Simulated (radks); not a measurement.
Spin polarisation of the 4f11 shell in neutral holmium. Start: [Xe] 4f(up 5.5, down 5.5) 6s2; electrons of 4f are moved from spin down to spin up, other shells keep equal spins. All-electron calculation, scalar-relativistic Kohn-Sham, BLYP, spin-polarised, spherical densities, point nucleus. Program: a radial shooting solver on a logarithmic mesh with Libxc functionals.

moment (Bohr magnetons)  E - E(0) (eV)  e(4f up) (eV)  e(4f down) (eV)  6s down minus up (eV)
0                                0.000         -2.921           -2.921                 0.000
0.75                            -0.104         -3.190           -2.638                  0.019
1.5                             -0.414         -3.446           -2.343                  0.038
2.25                            -0.931         -3.689           -2.036                  0.057
3                               -1.654         -3.918           -1.717                  0.076

At moment 3 the spin-polarisation energy is -1.654 eV and the 4f exchange splitting 2.201 eV, that is 0.734 eV per Bohr magneton; E = -I m^2/4 would give I = 0.735 eV.
